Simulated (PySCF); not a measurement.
H4N2O2W, SMILES [NH2][W]([NH2])(=[O])=[O], multiplicity 1.

Geometry: r2SCAN-D4/def2-SVP. The spin state was assumed, not searched. The structure was generated by enumeration; whether it is a known compound was not checked. The def2 effective core potentials stand for the cores of W; spin–orbit coupling is left out. The values are those of a single conformer.

Two levels are set side by side: TDDFT-PBE/def2-SVPD (PySCF) and TDDFT-ωB97X/def2-SVPD (PySCF). Vertical, same geometry. The lowest singlet is HOMO→LUMO 98 % with PBE and HOMO−1→LUMO 96 % with the other functional; states are paired by order. Differences are taken from unrounded values.

```tsv
quantity	TDDFT-ωB97X	TDDFT-PBE	TDDFT-PBE minus TDDFT-ωB97X
lowest singlet excitation (eV)	5.22	4.24	-0.98
lowest triplet excitation (TDA) (eV)	4.83	4.07	-0.76
first bright state (f over 0.05) (eV)	5.95	5.33	-0.62
its oscillator strength	0.15	0.12	-0.03
```

Functionals without exact exchange tend to place singlet excitations lower, as here. Differences between two approximate levels are no errors against the true value.

Rough cost on one machine, each run with all the roots and properties that it gave: TDDFT-ωB97X against TDDFT-PBE about 10 times.
